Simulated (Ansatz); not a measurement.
GaH₆PSi, SMILES `P[SiH2][GaH2]`. The species carries charge 0 and has multiplicity 1. The structure was optimised at the PBE0-D4/def2-TZVP level. It is one conformer, not always the lowest.

```xyz
9

P    -1.517   -1.265    0.458
Si   -0.199    0.112   -0.765
Ga    1.162    1.405    0.752
H    -0.430   -2.053    0.920
H    -1.821   -2.146   -0.614
H    -1.110    0.961   -1.582
H     0.675   -0.642   -1.712
H     2.086    0.651    1.780
H     1.154    2.977    0.762
```

What is the dipole moment at ωB97M-V/def2-TZVPP? (Best estimate.)

The calculation gave: 0.63 D, with components (0.47, -0.14, -0.39) D in this frame, pointing from negative to positive charge.

And with PBE, r2SCAN, B3LYP? (Best estimate.)

Ansatz gave: PBE 0.64 D, r2SCAN 0.70 D, B3LYP 0.64 D.

Give the Mulliken charges with ωB97M-V, r2SCAN, PBE in def2-TZVPP. (An estimate is asked.)

Ansatz gave: 
```tsv
atom	ωB97M-V	r2SCAN	PBE
P1	-0.20	-0.13	-0.16
Si2	0.02	0.10	0.05
Ga3	0.14	0.23	0.15
H4	0.07	0.03	0.06
H5	0.07	0.03	0.05
H6	-0.01	-0.06	-0.04
H7	-0.02	-0.06	-0.04
H8	-0.03	-0.07	-0.04
H9	-0.03	-0.07	-0.03
```

B3LYP here is the variant with VWN-RPA as its local correlation; programs differ in this.
